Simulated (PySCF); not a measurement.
C3H10BN, SMILES B(C)(NC)C. Geometry: B3LYP-D3(BJ)/def2-SVP. The values are those of a single conformer.

### Question
Give the equilibrium geometry at B3LYP-D3(BJ)/def2-SVP (PySCF confirms it by a frequency run) as Cartesian coordinates in Å. (The exact figures need the calculation; the answer reports its results.)

### Answer
This is not unique; one that fits is 
```xyz
15

B      0.0777    -0.0007     0.5058
C     -0.0715    -0.7509     1.8947
H     -0.5582    -1.7392     1.8363
H     -0.6492    -0.1307     2.6039
H      0.9203    -0.8893     2.3621
C      0.7529     1.4381     0.4324
H      1.6253     1.4468    -0.2450
H      1.0976     1.7918     1.4163
H      0.0494     2.1945     0.0402
N     -0.3982    -0.6268    -0.6585
C     -0.3753    -0.1423    -2.0226
H     -0.8233    -1.5442    -0.5621
H      0.0950     0.8490    -2.0635
H     -1.3920    -0.0460    -2.4452
H      0.1981    -0.8109    -2.6902
```
Charge 0, spin multiplicity 1.
